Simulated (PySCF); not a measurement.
A ladder of Hamiltonians for In⁴⁵⁺ (indium, charge +45)

Occupied: 1s1/2, 2s1/2. Hartree-Fock calculated with PySCF 2.14 in an uncontracted even-tempered set (16 s from 7.8 bohr⁻², ratio 2.7; 12 p from 9.3 bohr⁻², ratio 2.7), Gaussian nucleus throughout. NR is non-relativistic, sf-X2C the spin-free one-electron X2C Hamiltonian, X2C adds the bare one-electron spin-orbit term, X2C-SNSO screens it by Boettger's factors, DC is four-component Dirac-Coulomb, and the Gaunt and Breit terms are added at first order (total energies over the DC spinors, levels after relaxing the spinors in that mean field). QED terms are absent. Levels marked empty are virtual spinors of this ion.

```
Hamiltonian  E (hartree)
         NR   -2924.9641
     sf-X2C   -3027.5310
        X2C   -3027.5310
   X2C-SNSO   -3027.5310
         DC   -3028.4824
   DC+Gaunt   -3026.5142
   DC+Breit   -3026.5539
```

```csv
level (eV),NR,sf-X2C,X2C,X2C-SNSO,DC,DC+Gaunt,DC+Breit
1s1/2,-31323.0,-32343.5,-32343.5,-32343.5,-32366.5,-32319.2,-32319.7
2s1/2,-7447.9,-7754.4,-7754.4,-7754.4,-7756.9,-7751.5,-7752.0
2p1/2 (empty),-7172.5,-7288.8,-7460.9,-7453.3,-7455.5,-7445.6,-7447.1
2p3/2 (empty),-7172.5,-7288.8,-7211.4,-7214.5,-7214.9,-7209.3,-7210.7
3s1/2 (empty),-3161.1,-3264.7,-3264.7,-3264.7,-3265.3,-3263.8,-3264.1
```

**Question.** How large are the two-electron picture-change error of X2C and the Breit correction in the total energy?

**Answer.** X2C-1e lies 0.9514 hartree above Dirac-Coulomb; Gaunt adds 1.9682 and the full Breit term 1.9285 hartree.

| interval (eV) | X2C | X2C-SNSO | DC | DC+Gaunt | DC+Breit |
| --- | --- | --- | --- | --- | --- |
| 2p3/2 − 2p1/2 | 249.5 | 238.8 | 240.5 | 236.3 | 236.3 |

Weight of the small component: 1s1/2 0.0326, 2s1/2 0.00772, 2p1/2 0.00759, 2p3/2 0.00733, 3s1/2 0.00325.

Koopmans' value for the highest occupied level at DC+Breit: 7752.0 eV, against an ionisation energy of 7754 ± 7 eV (semi-empirical (NIST evaluation); NIST Atomic Spectra Database, ionization energies); the former lacks relaxation, correlation, QED and recoil.

The whole ladder took 55 s of wall time on 1 thread of Neoverse-N1 (shared host), launched as `OMP_NUM_THREADS=1 python relrun2.py TASK.json OUT` (a driver that calls PySCF for each Hamiltonian).
